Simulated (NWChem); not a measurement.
## Atomisation of C$_{4}$H$_{5}$Cl

```xyz
10

C      2.9090    -0.1226     0.5256
C      1.6798    -0.4585     0.2268
C      0.4445    -0.7948    -0.0657
C     -0.7597    -0.1909     0.5902
Cl    -1.8184     0.6666    -0.6199
H      3.4262     0.6794    -0.0139
H      3.4644    -0.6321     1.3214
H      0.2601    -1.5619    -0.8288
H     -1.3985    -0.9613     1.0449
H     -0.4804     0.5455     1.3536
```
Charge 0, spin multiplicity 1.

Program: NWChem. Structure: optimised with B3LYP/def2-SVP, a minimum by its harmonic frequencies. It is one conformer; others weren't searched.

Basis set: def2-TZVP. The atomisation energy is electronic alone: no zero-point, thermal, spin-orbit or counterpoise terms. No value is extrapolated to the basis-set limit. Free atoms are single determinants with multiplicities C 3, Cl 2, H 2. Correlated methods freeze the same cores in atoms and molecule, 9 orbitals in all.

The cost column gives rough processor time relative to PBE0; each entry includes its own SCF. Costs are the molecule's.

B3LYP has NWChem's definition, with VWN1-RPA local correlation. GW and range-separated runs recompute their integrals, the others keep them in memory, which bears on the times. The structure started from a generated list of species. No SCF solution was tested for a lower state. Open-shell Hartree-Fock references start from PBE0 orbitals; any time given for them includes that run.

```
method     atomisation energy (kcal/mol)  relative cost
---------  -----------------------------  -------------
PBE0                               985.8              1
B3LYP                                  ?        under 3
BHandHLYP                          940.4        under 3
r2SCAN                             981.6        under 3
HF                                 715.4        under 3
PBE                               1006.6        under 3
MP2                                    ?        under 3
CAM-B3LYP                              ?              6
```

Task: What belongs in the gaps?

Result: 
- B3LYP, atomisation energy (kcal/mol): 971.1
- MP2, atomisation energy (kcal/mol): 962.0
- CAM-B3LYP, atomisation energy (kcal/mol): 974.8
